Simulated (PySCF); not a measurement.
`[SiH3]C=C=C([SiH3])Cl`, C3H7ClSi2

Molfile (atoms numbered from 1):
```
C3H7ClSi2
     RDKit          3D

 13 12  0  0  0  0  0  0  0  0999 V2000
   -2.2591    0.4696   -1.1380 Si  0  0  0  0  0  4  0  0  0  0  0  0
   -1.0974   -0.9917   -0.9313 C   0  0  0  0  0  0  0  0  0  0  0  0
    0.1948   -0.8750   -1.1036 C   0  0  0  0  0  0  0  0  0  0  0  0
    1.4871   -0.6998   -1.2398 C   0  0  0  0  0  0  0  0  0  0  0  0
    2.6295   -0.2168    0.1700 Si  0  0  0  0  0  4  0  0  0  0  0  0
    2.2613   -0.9117   -2.7999 Cl  0  0  0  0  0  0  0  0  0  0  0  0
   -3.2670    0.1704   -2.1997 H   0  0  0  0  0  0  0  0  0  0  0  0
   -2.9886    0.7182    0.1426 H   0  0  0  0  0  0  0  0  0  0  0  0
   -1.4609    1.6715   -1.5111 H   0  0  0  0  0  0  0  0  0  0  0  0
   -1.5051   -1.9766   -0.6619 H   0  0  0  0  0  0  0  0  0  0  0  0
    1.8133   -0.0633    1.4089 H   0  0  0  0  0  0  0  0  0  0  0  0
    3.6622   -1.2774    0.3569 H   0  0  0  0  0  0  0  0  0  0  0  0
    3.3081    1.0685   -0.1675 H   0  0  0  0  0  0  0  0  0  0  0  0
  1  2  1  0
  2  3  2  0
  3  4  2  0
  4  5  1  0
  4  6  1  0
  1  7  1  0
  1  8  1  0
  1  9  1  0
  2 10  1  0
  5 11  1  0
  5 12  1  0
  5 13  1  0
M  END
```

Computed, not measured: quadratic response CAM-B3LYP/def2-TZVPD first hyperpolarisability, Taylor convention, gas phase (PySCF 2.14.0). Geometry: PBE0-D3(BJ)/def2-SVP.

(1) Give the tensor of the second harmonic β(−2ω;ω,ω) at 1907 nm in the axes of these coordinates.

## Answers

(1) In au, Taylor convention; rows are the first index (the induced dipole):
|  | xx | yy | zz | xy | xz | yz |
| --- | --- | --- | --- | --- | --- | --- |
| x | +61.9 | +22.6 | -20.5 | -36.2 | -42.8 | -9.8 |
| y | -35.4 | -41.0 | -9.5 | +22.1 | -9.6 | -3.5 |
| z | -42.0 | -3.6 | -39.9 | -9.5 | -19.8 | -9.4 |

Norm of βᵢ = ⅓ Σⱼ (βᵢⱼⱼ + βⱼᵢⱼ + βⱼⱼᵢ): 137.7 au, hyper-Rayleigh value 57.8 au.
